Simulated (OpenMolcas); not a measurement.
How basis sets differ on Si2H2OF2 (SMILES F[Si]1(F)O[SiH2]1)

Si2H2OF2 has 7 atoms, charge 0, and is taken as a singlet. SMILES: `F[Si]1(F)O[SiH2]1`. The coordinates come from a PBE0-D4/def2-TZVP relaxation.

Each level gives the HOMO–LUMO gap (eV). The values are calculated.

```csv
level,kind,program,value (eV),CPU time
HF/ANO-R0 (sfX2C),Hartree–Fock,OpenMolcas,11.62,5.4 s
HF/STO-3G,Hartree–Fock,OpenMolcas,13.10,2.8 s
HF/3-21G,Hartree–Fock,OpenMolcas,12.25,3.5 s
"HF/ANO-RCC-VDZP (DKH2, RICD fitting)",Hartree–Fock,OpenMolcas,12.46,12 s
HF/def2-SVP,Hartree–Fock,OpenMolcas,12.69,18 s
```

The values span 11.62 to 13.10 eV. A Hartree–Fock LUMO above zero doesn't converge with the basis: it sinks as sets grow more diffuse. Orbital gaps aren't excitation energies. Times are those of the runs behind each value, whatever else they computed, on shared processors of several kinds: orders of magnitude only.
